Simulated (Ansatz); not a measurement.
`COB(F)Br`, relaxed with RKS PBE0-D4/def2-TZVP in Ansatz from a PBE-D4/def2-SVP geometry. The force threshold is 0.005 eV/Å; the program also tests the step.

The species carries charge 0 and has multiplicity 1.

Start:

```xyz
8

C     1.045    0.426   -0.052
O    -0.293    0.462   -0.523
B    -1.312   -0.321   -0.133
F    -2.507   -0.132   -0.687
Br   -1.144   -1.725    1.202
H     1.725    0.377   -0.926
H     1.257    1.359    0.509
H     1.228   -0.446    0.609
```

**Question.** How much energy does the relaxation release, and in how many steps? (Best estimate.)

**Answer.** Computed: 0.65 kcal/mol, in 6 steps, 1 of them rejected.

**Question.** Which bonds change most? (An estimate is asked.)

**Answer.** Computed: C1–H8 from 1.110 to 1.091 Å; C1–H7 from 1.109 to 1.091 Å; C1–H6 from 1.108 to 1.090 Å; B3–Br5 from 1.944 to 1.931 Å.

**Question.** Give the relaxed structure. (Best estimate.)

**Answer.** Ansatz gave: 
```xyz
8

C     1.043    0.424   -0.049
O    -0.291    0.463   -0.518
B    -1.296   -0.317   -0.132
F    -2.482   -0.133   -0.677
Br   -1.138   -1.718    1.188
H     1.704    0.368   -0.913
H     1.247    1.346    0.498
H     1.213   -0.434    0.603
```
